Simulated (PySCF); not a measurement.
**Computed properties of B₂F₃, SMILES F[B]B(F)F**

B₂F₃, SMILES F[B]B(F)F (connectivity only; charge and spin as stated), charge +1, multiplicity 1. The structure is a stationary point at PBE0-D3(BJ)/def2-SVP. The multiplicity is an assumed one; other spin states were not compared. The isomer is the one that the SMILES or the coordinates give; other isomers of the formula were not compared. One conformer was computed; it need not be the lowest. All values are computed for the isolated molecule unless a solvent is named; none is compared with measurement here.

**Structure.** The optimised structure has C2v symmetry. All 9 harmonic modes at PBE0-D3(BJ)/def2-SVP (PySCF) are real, so it is a minimum. With heavy atoms numbered as in [F:1][B:2][B:3]([F:4])[F:5], the shortest bond between them is F1–B2 at 1.221 Å and the longest B2–B3 at 1.770 Å.

**Vibrations.** The strongest infrared lines (harmonic, unscaled, degenerate partners summed) lie at 1647 cm⁻¹ (293 km/mol, B 74 %, F 26 %), 1230 cm⁻¹ (273 km/mol, B 55 %, F 45 %), 1780 cm⁻¹ (101 km/mol, B 70 %, F 30 %). The softest mode is at 126 cm⁻¹ and the zero-point energy is 10.1 kcal/mol.

**Electronic structure.** r2SCAN/def2-TZVPD (PySCF) places the frontier levels at -16.68 and -10.58 eV, a gap of 6.10 eV and a mean polarisability of 23.7 bohr³.

**Excitations.** TDDFT-PBE0/def2-SVPD (PySCF) has S1 at 6.80 eV (182 nm, f = 0.034, weak); the most intense of the 10 singlets computed lies at 8.30 eV (f = 0.09). T1 (TDA) is at 5.28 eV. No vertical singlet excitation falls in the visible range (under 3.1 eV).

**NMR.** GIAO shifts at PBE0/pcSseg-2 (PySCF) (non-relativistic, atoms alike by connectivity averaged): ¹⁹F from -24.1 to 0.8 ppm against CFCl3; ¹¹B from 3.0 to 7.1 ppm against BF3.
